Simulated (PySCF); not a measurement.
**Correlation energy of Pd (palladium, neutral)**

[Kr] 4d10, closed-shell 1S. Calculation: PySCF 2.14, in x2c-TZVPPall (8s6p6d2f1g, 79 functions); the spin-free X2C one-electron Hamiltonian (Gaussian nucleus). Frozen: [Kr]; 10 electrons correlated.

| level | correlation energy (mhartree) |
| --- | --- |
| CCSD | -332.80 |
| (T) | -14.62 |
| CCSD(T) | -347.42 |

Diagnostics: T1 = 0.0058, D1 = 0.0082, largest double amplitude 0.020.

Cost of the coupled-cluster step: about 2.7 core-seconds, for 10 correlated electrons.

Iterations:

```
CC2 = 0
CCSD nocc = 5, nmo = 61
frozen orbitals [0, 1, 2, 3, 4, 5, 6, 7, 8, 9, 10, 11, 12, 13, 14, 15, 16, 17]
max_cycle = 100
direct = 0
conv_tol = 1e-08
conv_tol_normt = 1e-06
diis_space = 8
diis_start_cycle = 0
Init t2, MP2 energy = -5043.10723214712  E_corr(MP2) -0.365464459874771
Init E_corr(CCSD) = -0.365464459960195
cycle = 1  E_corr(CCSD) = -0.325636994422183  dE = 0.0398274655  norm(t1,t2) = 0.0404842
cycle = 2  E_corr(CCSD) = -0.334174910003622  dE = -0.00853791558  norm(t1,t2) = 0.0208447
cycle = 3  E_corr(CCSD) = -0.332872839720495  dE = 0.00130207028  norm(t1,t2) = 0.0111889
cycle = 4  E_corr(CCSD) = -0.332697870129479  dE = 0.000174969591  norm(t1,t2) = 0.0010157
cycle = 5  E_corr(CCSD) = -0.332803816035666  dE = -0.000105945906  norm(t1,t2) = 0.000337678
cycle = 6  E_corr(CCSD) = -0.332814416680204  dE = -1.06006445e-05  norm(t1,t2) = 9.19952e-05
cycle = 7  E_corr(CCSD) = -0.332805238711831  dE = 9.17796837e-06  norm(t1,t2) = 2.63291e-05
cycle = 8  E_corr(CCSD) = -0.332804120896481  dE = 1.11781535e-06  norm(t1,t2) = 3.83569e-06
cycle = 9  E_corr(CCSD) = -0.332804438918733  dE = -3.18022253e-07  norm(t1,t2) = 1.25061e-06
cycle = 10  E_corr(CCSD) = -0.332804487680124  dE = -4.87613905e-08  norm(t1,t2) = 3.34454e-07
cycle = 11  E_corr(CCSD) = -0.332804482019729  dE = 5.66039504e-09  norm(t1,t2) = 7.46727e-08
CCSD converged
E(CCSD) = -5043.074572169261  E_corr = -0.3328044820197289
CCSD(T) correction = -0.0146191354986003
```
